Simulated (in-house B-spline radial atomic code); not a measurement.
Inner levels of neodymium as electrons are removed. A shift is the extra binding of the orbital against the neutral atom ([Xe] 4f5/2(4) 6s2). The density at the nucleus is averaged over the nuclear charge. Computed with a B-spline radial code for spherical atoms: Dirac-Hartree-Fock, jj configuration that fills j = l - 1/2 first, finite nuclei.

A number in brackets counts the electrons of a j subshell.

```csv
ion,configuration,shift of 3s1/2 (eV),shift of 4s1/2 (eV),shift of 3p3/2 (eV),radius of 3s1/2 (bohr),radius of 4s1/2 (bohr),radius of 3p3/2 (bohr),Σ<r²> (bohr²),change of density at nucleus (bohr⁻³)
Nd,[Xe] 4f5/2(4) 6s2,0,0,0,0.26487,0.60748,0.26711,94.143,-
Nd+,[Xe] 4f5/2(4) 6s1,5.7136,5.7072,5.7204,0.26487,0.6075,0.26711,62.341,-8.615
Nd2+,[Xe] 4f5/2(4),12.602,12.579,12.622,0.26487,0.60755,0.26711,41.722,-26.068
Nd3+,[Xe] 4f5/2(3),32.307,31.735,32.342,0.26489,0.60617,0.26713,37.371,6.02
Nd4+,[Xe] 4f5/2(2),55.157,53.554,55.211,0.2649,0.60431,0.26715,33.977,45.815
Nd5+,[Kr] 4d10 4f5/2(2) 5s2 5p1/2(2) 5p3/2(3),71.266,69.356,71.258,0.26489,0.60417,0.26715,30.181,67.84
Nd6+,[Kr] 4d10 4f5/2(2) 5s2 5p1/2(2) 5p3/2(2),88.188,85.89,88.109,0.26487,0.60399,0.26715,26.734,91.554
Nd7+,[Kr] 4d10 4f5/2(2) 5s2 5p1/2(2) 5p3/2(1),105.88,103.12,105.73,0.26486,0.60376,0.26714,23.577,116.94
Nd8+,[Kr] 4d10 4f5/2(2) 5s2 5p1/2(2),124.32,121,124.08,0.26484,0.60349,0.26713,20.665,143.94
Nd9+,[Kr] 4d10 4f5/2(2) 5s2 5p1/2(1),143.9,139.95,143.68,0.26481,0.60308,0.2671,18.088,164.02
Nd10+,[Kr] 4d10 4f5/2(2) 5s2,164.22,159.54,164.02,0.26478,0.60262,0.26707,15.694,184.88
Nd11+,[Kr] 4d10 4f5/2(1) 5s2,196.04,188.86,195.85,0.26476,0.59974,0.26705,14.513,242.36
Nd12+,[Kr] 4d10 5s2,229.82,219.58,229.64,0.26473,0.59658,0.26702,13.466,304.68
Nd13+,[Kr] 4d10 5s1,253.27,241.62,253.28,0.26474,0.59693,0.26697,11.659,25.936
Nd14+,[Kr] 4d10,277.31,264.15,277.54,0.26474,0.59641,0.26691,9.9434,-274.82
Nd15+,[Kr] 4d3/2(4) 4d5/2(5),316.21,297.33,316.33,0.26458,0.59268,0.26669,9.2465,-220.38
Nd16+,[Kr] 4d3/2(4) 4d5/2(4),356.12,331.15,356.13,0.26441,0.58894,0.26644,8.5853,-162.94
Nd17+,[Kr] 4d3/2(4) 4d5/2(3),397.03,365.61,396.93,0.26422,0.58518,0.26617,7.9568,-102.54
Nd18+,[Kr] 4d3/2(4) 4d5/2(2),438.94,400.68,438.71,0.26402,0.58142,0.26588,7.3585,-39.152
Nd19+,[Kr] 4d3/2(4) 4d5/2(1),481.82,436.37,481.47,0.2638,0.57766,0.26557,6.7882,27.203
Nd20+,[Kr] 4d3/2(4),525.67,472.67,525.18,0.26357,0.57391,0.26525,6.2438,96.52
Nd21+,[Kr] 4d3/2(3),570.83,509.75,570.35,0.26332,0.57011,0.26493,5.7311,171.05
Nd22+,[Kr] 4d3/2(2),616.94,547.43,616.46,0.26305,0.56633,0.26458,5.2407,248.6
Nd23+,[Kr] 4d3/2(1),663.98,585.69,663.51,0.26277,0.56257,0.26423,4.7711,329.14
```
